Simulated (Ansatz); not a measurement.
Reactions of `C[SiH](C)[SnH3]`.

Program: Ansatz. Geometries: PBE0-D4/def2-TZVP. ΔE: electronic, gas phase. CCSD(T)/CBS adds triple-zeta CCSD(T) − MP2 to the extrapolated MP2 energy (def2 sets, frozen cores). This one scheme is used for every species. DFT in def2-TZVPP. Elements past krypton have def2 core potentials. For Ge, Sn outer-core shells are correlated without core-valence functions, which leaves a few kJ/mol of doubt a bond. Scalar relativity is left out up to krypton. Each species was taken in one conformer, which may not be the lowest.

```csv
reaction,CCSD(T)/CBS(def2) (kJ/mol)
`C[SiH](C)[SnH3]` + `NCS` → `CSCN` + `C[SiH2][SnH3]`,33
`C[SiH](C)[SnH3]` + GeH₄ → `C[SiH](C)[GeH3]` + `[SnH4]`,14
`C[SiH](C)[SnH3]` + CH₃OH → `CO[SiH](C)C` + `[SnH4]`,-70
`C[SiH](C)[SnH3]` + `[OH][AlH][Cl]` → `C[O][AlH][Cl]` + `C[SiH2][SnH3]`,103
`C[SiH](C)[SnH3]` + `F[SiH2]O[SiH2]Cl` → `Cl[SiH2][O][SnH3]` + `C[SiH](C)[SiH2]F`,?
```

(1) Fill in the missing values. (Best estimate.)

Largest T1 diagnostic: 0.013, for `[SnH4]`.

## Answers

(1) Computed: `C[SiH](C)[SnH3]` + `F[SiH2]O[SiH2]Cl` → `Cl[SiH2][O][SnH3]` + `C[SiH](C)[SiH2]F`: +121.6 kJ/mol.
